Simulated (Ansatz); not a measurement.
This geometry of C₂H₉FGe₂ (14 atoms, charge 0, multiplicity 1) is a first-order saddle point.

All numbers below come from Ansatz 0.2.0, RHF/def2-SVP.

```xyz
14
Properties=species:S:1:pos:R:3
C -1.066 1.563 0.677
Ge 0.383 0.413 1.342
C 0.923 -0.982 0.039
Ge 0.011 -1.048 -1.675
F 0.716 -2.352 -2.578
H -1.965 0.982 0.459
H -1.324 2.308 1.431
H -0.767 2.093 -0.229
H 1.609 1.283 1.663
H -0.077 -0.279 2.636
H 0.800 -1.959 0.511
H 1.990 -0.866 -0.165
H 0.231 0.204 -2.526
H -1.476 -1.390 -1.555
```

(1) Which two structures does it join? (They come from a converged band through this point; their orientation in space is the band's.)

(2) How far does it lie above each of them?

Results:

(1) No bond is made or broken. The dihedral C1–Ge2–C3–Ge4 goes from 69 to -69°. The two ends are copies of one structure, up to a mirror image or an exchange of like atoms.

Image 0:

```xyz
14
Properties=species:S:1:pos:R:3
C -1.395 1.273 1.081
Ge 0.447 0.599 1.129
C 0.628 -1.045 0.049
Ge 0.486 -0.875 -1.881
F 0.569 -2.476 -2.546
H -2.089 0.519 1.457
H -1.490 2.165 1.703
H -1.692 1.535 0.064
H 1.408 1.673 0.588
H 0.849 0.274 2.578
H -0.130 -1.759 0.381
H 1.601 -1.493 0.268
H 1.656 -0.108 -2.500
H -0.861 -0.312 -2.342
```

Image 8:

```xyz
14
Properties=species:S:1:pos:R:3
C -0.934 1.786 0.815
Ge 0.083 0.193 1.339
C 1.064 -0.561 -0.200
Ge 0.021 -1.384 -1.617
F 1.137 -1.923 -2.832
H -1.682 1.544 0.058
H -1.449 2.211 1.678
H -0.268 2.548 0.405
H 1.102 0.556 2.432
H -0.874 -0.874 1.904
H 1.759 -1.317 0.175
H 1.670 0.233 -0.644
H -0.914 -0.403 -2.328
H -0.727 -2.638 -1.158
```

(2) 0.054 eV above the first and 0.054 eV above the second. This is the barrier of this one path; another mechanism may lie lower.

The run took 4 min on 2 threads of Arm Neoverse V2, on a shared host, peak memory 0.51 GiB.
